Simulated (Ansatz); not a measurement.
Geometry optimisation of Be₂F₅⁻.

```yaml
crystal:
  periodic: [false, false, false]
  atoms:
    - {symbol: Be, position_ang: [0.359140, -0.016140, -1.496090]}
    - {symbol: Be, position_ang: [-0.360170, 0.016460, 1.494680]}
    - {symbol: F, position_ang: [1.678040, 0.456020, -1.870860]}
    - {symbol: F, position_ang: [-0.002930, 0.002720, -0.000930]}
    - {symbol: F, position_ang: [-0.033440, -1.163590, 2.272510]}
    - {symbol: F, position_ang: [-0.645240, -0.503700, -2.420880]}
    - {symbol: F, position_ang: [-0.995410, 1.208230, 2.021570]}
basis:
  gaussian: {orbitals: def2-SVPD}
total_charge: -1
hamiltonian: {xc: pbe, dispersion: d4}
scf: {lower_state_search: "off"}
output: {orbitals: {seedname: orbitals}}
relax: {f_tol: 0.02, max_steps: 100}
```

```sh
$ ansatz run in.yaml --threads 4 --pin off --events-out ev --progress --plain --max-ram 3916MiB
```

Output, abridged:

```
Functional definition: PBE
mean field -14376.61805584 eV, -528.3309687305 hartree, gradient 9.6e-7 eV, S^2 0.000000; 0 other end points of the search recorded, 0 dependent functions left out
relax step   1: F+E_penalty+E_count = -14376.71660113 eV  Δ(F+E_penalty+E_count) = +0.000e0 eV  max|allowed force component| = 4.970e-1 eV/Å  Δτ_max = 0.0000 Å  (15 SCF iters, accepted)
mean field -14376.65141007 eV, -528.3321944758 hartree, gradient 2.0e-6 eV, S^2 0.000000; 0 other end points of the search recorded, 0 dependent functions left out
relax step   2: F+E_penalty+E_count = -14376.74937278 eV  Δ(F+E_penalty+E_count) = -3.277e-2 eV  max|allowed force component| = 2.576e-1 eV/Å  Δτ_max = 0.0199 Å  (18 SCF iters, accepted)
mean field -14376.66970094 eV, -528.3328666530 hartree, gradient 5.2e-7 eV, S^2 0.000000; 0 other end points of the search recorded, 0 dependent functions left out
relax step   3: F+E_penalty+E_count = -14376.76681909 eV  Δ(F+E_penalty+E_count) = -1.745e-2 eV  max|allowed force component| = 2.340e-2 eV/Å  Δτ_max = 0.0270 Å  (18 SCF iters, accepted)
mean field -14376.66976709 eV, -528.3328690836 hartree, gradient 1.8e-6 eV, S^2 0.000000; 0 other end points of the search recorded, 0 dependent functions left out
relax step   4: F+E_penalty+E_count = -14376.76688158 eV  Δ(F+E_penalty+E_count) = -6.249e-5 eV  max|allowed force component| = 1.057e-3 eV/Å  Δτ_max = 0.0082 Å  (18 SCF iters, accepted)
mean field -14376.66975891 eV, -528.3328687832 hartree, gradient 5.5e-7 eV, S^2 0.000000; 0 other end points of the search recorded, 0 dependent functions left out
relax step   5: F+E_penalty+E_count = -14376.76686939 eV  Δ(F+E_penalty+E_count) = +1.219e-5 eV  max|allowed force component| = 1.464e-2 eV/Å  Δτ_max = 0.0036 Å  (18 SCF iters, accepted)
mean field -14376.66986945 eV, -528.3328728455 hartree, gradient 1.6e-6 eV, S^2 0.000000; 0 other end points of the search recorded, 0 dependent functions left out
relax step   6: F+E_penalty+E_count = -14376.76697345 eV  Δ(F+E_penalty+E_count) = -1.041e-4 eV  max|allowed force component| = 1.451e-2 eV/Å  Δτ_max = 0.0264 Å  (17 SCF iters, accepted)
Total energy: -14376.76706400 eV, -528.3364446794 hartree
Atom 0 at     0.368312    -0.016981    -1.529151 Å, force     0.007764    -0.014506    -0.002375 eV/Å
Atom 1 at    -0.369868     0.023031     1.529112 Å, force    -0.005129     0.001714    -0.000296 eV/Å
Atom 2 at     1.714714     0.460080    -1.865607 Å, force    -0.006667     0.003119     0.003925 eV/Å
Atom 3 at    -0.011523     0.040581    -0.003254 Å, force    -0.002543     0.008916     0.001918 eV/Å
Atom 4 at    -0.020452    -1.206839     2.248948 Å, force     0.000425     0.003956    -0.003195 eV/Å
Atom 5 at    -0.671773    -0.540317    -2.422272 Å, force    -0.000304     0.005382     0.004780 eV/Å
Atom 6 at    -1.009419     1.240446     2.042224 Å, force     0.006453    -0.008582    -0.004757 eV/Å
Dipole moment:    -0.003735     0.013674    -0.000316 e Å
Checks for a lower state left out: stability, starts, cluster_reference, orbital_swaps, neighbouring_geometries, increment
```

Run time 4.3 s (4 threads of Arm Neoverse V2 on a shared host).

The structure comes from a short search, and lower isomers may exist.
